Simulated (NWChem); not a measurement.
System: C2H3I; SMILES IC=C

Input file for NWChem:

```
start job
memory heap 200 mb stack 900 mb global 1100 mb
geometry units angstroms noautoz
  C     -0.356303     2.440913     0.000000
  C      0.520824     1.443424     0.000000
  I     -0.010335    -0.581253     0.000000
  H     -1.437364     2.281381     0.000000
  H      0.007103     3.473679     0.000000
  H      1.603099     1.594300     0.000000
end
basis spherical
  * library def2-tzvpd
end
ecp
  I library def2-ecp
end
dft
  xc m06-2x
  iterations 150
  mulliken
end
task dft energy
```

Parts of the log:

```
             Northwest Computational Chemistry Package (NWChem) 7.3.0
             --------------------------------------------------------

 CS  symmetry detected

                             Geometry "geometry" -> ""
                             -------------------------

 Output coordinates in angstroms (scale by  1.889725989 to convert to a.u.)

  No.       Tag          Charge          X              Y              Z
 ---- ---------------- ---------- -------------- -------------- --------------
    1 C                    6.0000    -0.34457434     2.44614405     0.00000000
    2 C                    6.0000     0.52406208     1.44125259     0.00000000
    3 I                   53.0000    -0.02424776    -0.57884720     0.00000000
    4 H                    1.0000    -1.42694935     2.29578555     0.00000000
    5 H                    1.0000     0.02757679     3.47579111     0.00000000
    6 H                    1.0000     1.60757764     1.58294511     0.00000000

 Effective nuclear repulsion energy (a.u.)     189.9674260058

      Symmetry information
      --------------------

 Group name             Cs
 Group number              2
 Group order               2
 No. of unique centers     6

                                 NWChem DFT Module
                                 -----------------

 Summary of "ao basis" -> "ao basis" (spherical)
 ------------------------------------------------------------------------------
       Tag                 Description            Shells   Functions and Types
 ---------------- ------------------------------  ------  ---------------------
 C                         def2-tzvpd               13       37   6s3p3d1f
 I                         def2-tzvpd               19       59   7s6p4d2f
 H                         def2-tzvpd                5        9   3s2p

      Symmetry analysis of basis
      --------------------------

        a'        110
        a"         50

            General Information
            -------------------
          SCF calculation type: DFT
          Wavefunction type:  closed shell.
          No. of atoms     :     6
          No. of electrons :    40
           Alpha electrons :    20
            Beta electrons :    20
          Charge           :     0
          Spin multiplicity:     1
          Use of symmetry is: on ; symmetry adaption is: on
          Maximum number of iterations: 150
          AO basis - number of functions:   160
                     number of shells:    60
          Convergence on energy requested:  1.00D-06
          Convergence on density requested:  1.00D-05
          Convergence on gradient requested:  5.00D-04

              XC Information
              --------------
                       M06-2X Method XC Functional
                     Hartree-Fock (Exact) Exchange  0.540
                        M06-2X Exchange Functional  1.000
                      M06-2X Correlation Potential  1.000

             Grid Information
             ----------------
          Grid used for XC integration:  medium
          Radial quadrature: Mura-Knowles
          Angular quadrature: Lebedev.
          Tag              B.-S. Rad. Rad. Pts. Rad. Cut. Ang. Pts.
          ---              ---------- --------- --------- ---------
          C                   0.70       49          14.0       434
          I                   1.40      123          13.0       590
          H                   0.35       45          14.0       434
          Grid pruning is: on
          Number of quadrature shells:   356
          Spatial weights used:  Erf1

      Superposition of Atomic Density Guess
      -------------------------------------

 Sum of atomic energies:        -424.00448381

      Non-variational initial energy
      ------------------------------

 Total energy =    -374.716567
 1-e energy   =    -827.324291
 2-e energy   =     348.094697
 HOMO         =      -0.291446
 LUMO         =      -0.007454

      Symmetry analysis of molecular orbitals - initial
      -------------------------------------------------

  Numbering of irreducible representations:

     1 a'          2 a"

  Orbital symmetries:

     1 a'          2 a'          3 a'          4 a'          5 a'
     6 a"          7 a'          8 a'          9 a"         10 a'
    11 a"         12 a'         13 a'         14 a'         15 a'
    16 a'         17 a"         18 a'         19 a'         20 a"
    21 a'         22 a"         23 a'         24 a'         25 a"
    26 a'         27 a'         28 a'         29 a'         30 a"

     ---------------------------------------------
      Total Density - Mulliken Population Analysis
     ---------------------------------------------

    Atom       Charge   Shell Charges
 -----------   ------   -------------------------------------------------------
    1 C    6     6.58   0.86  1.12  0.58  0.65  0.20  0.01  1.24  1.35  0.50  0.01  0.03  0.02  0.01
    2 C    6     5.89   0.86  1.12  0.55  0.64  0.13 -0.02  1.05  1.22  0.21  0.02  0.07  0.03  0.01
    3 I   25    25.17   0.19 -0.77  1.58  1.01  1.09  0.87  0.04 -0.49  6.45  1.35  2.82  0.98  0.01  9.23  0.76  0.05 -0.00  0.01  0.00
    4 H    1     0.81   0.24  0.45  0.10  0.02  0.00
    5 H    1     0.81   0.23  0.44  0.08  0.02  0.03
    6 H    1     0.74   0.24  0.45  0.04  0.02 -0.02

[...]
```

Level: M06-2X/def2-TZVPD with def2 effective core potentials on I. The geometry was optimised at PBE0/def2-SVP. def2 effective core potentials on I; no spin-orbit coupling.
